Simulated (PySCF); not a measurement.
B(OH)(SeH)2 (BH3OSe2), SMILES OB([SeH])[SeH]. Geometry: B3LYP-D3(BJ)/def2-SVP. The values are those of a single conformer.

Task: Give the equilibrium geometry at B3LYP-D3(BJ)/def2-SVP (PySCF confirms it by a frequency run) as a Z-matrix, and its point group. (Estimate from the structure and the level; the computed values follow.)

Result: This is not unique; one that fits is point group Cs.
```
B
O 1 1.3523
H 2 0.9646 1 115.51
Se 1 1.9659 2 115.42 3 180.00
H 4 1.4747 1 95.32 2 180.00
Se 1 1.9731 2 125.23 3 0.00
H 6 1.4791 1 95.90 2 0.00
```
Charge 0, spin multiplicity 1.
